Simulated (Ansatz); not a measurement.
Isolated molecules relaxed with PBE0-D4/def2-TZVP in Ansatz; ΔE leaves out vibrations. CCSD(T)/CBS adds triple-zeta CCSD(T) − MP2 to the extrapolated MP2 energy (def2 sets, frozen cores). This one scheme is used for every species. Functionals use def2-TZVPP. One conformer a species, not always the lowest.

Consider the cleavage of the Al–Al bond: `[OH][Al]([SH])[AlH][F]` + `N[SiH3]` → `[F][AlH][NH][SiH3]` + `[OH][AlH][SH]`.

CCSD(T)/CBS gives -96.8 kJ/mol.

(1) Another level gave -97.8 kJ/mol. Which?
A. CCSD(T)/def2-TZVPP
B. HF/def2-TZVPP
C. revPBE-D4/def2-TZVPP
D. BLYP/def2-TZVPP

Largest T1 diagnostic among the species: 0.013.

Results:

(1) A. CCSD(T)/def2-TZVPP -97.8, revPBE-D4 -80.3, HF/def2-TZVPP -102.4, BLYP -90.4 kJ/mol.

Leaving LDA and LC-ωPBE aside and taking each functional with its dispersion term where it has one, the values, not all of them listed here, spread over 30.5 kJ/mol, from B97M-V to PBE-D4. LDA lies −6.8 kJ/mol from PBE without D4. At CCSD(T), def2-SVP lies −11.6 kJ/mol from the extrapolated value and def2-TZVPP −1.0 kJ/mol.
